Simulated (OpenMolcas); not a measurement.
## N2+: the spin-orbit constant, worked from levels

```json
{
 "Program": "OpenMolcas",
 "Basis": "ANO-RCC-VQZP [5s4p3d2f1g]",
 "Scalar Hamiltonian": "DKH2, point nucleus",
 "Active space": "3 electrons in 4 orbitals (2s 2p)",
 "State averaging": "2S+1 = 4 odd, 1 root; 2S+1 = 2 odd, 11 roots; 2S+1 = 4 even, 3 roots; 2S+1 = 2 even, 9 roots",
 "Spin-orbit coupling": "state interaction with AMFI integrals over the reference wave functions, term energies averaged over their components"
}
```

Methods: CASSCF; MS-CASPT2, IPEA 0.25 Eh, imaginary shift 0.1 Eh (closed shells correlated: 1s). Measured levels: Moore, Selected Tables of Atomic Spectra, NSRDS-NBS 3, section 5.

**The spin-orbit constant.** For the Hund term 2P* of p1, E(J) = (A/2) J(J+1) + constant and ζ = 2S·A = A. From J = 1/2 to J = 3/2 the energy changes by 1.5 A.

```tsv
Source	E(3/2) - E(1/2)	A	ζ
CASSCF	159.5	106.3	106
MS-CASPT2	160.3	106.9	107
measured	174.4	116.3	116
```

All in cm-1. MS-CASPT2 is off by -8.1 % and CASSCF by -8.5 %. Both methods take the spin-orbit matrix elements from the reference wave functions, so the second can move ζ only through the term energies and any multistate remixing.

Computed and measured levels are paired by configuration, term and J; levels that our copy of the source lacks, or whose pairing is in doubt (as where it misses far off the trend of its configuration), stay unpaired and out of the deviations. Levels of configurations outside the active space are missing.

* marks odd parity.
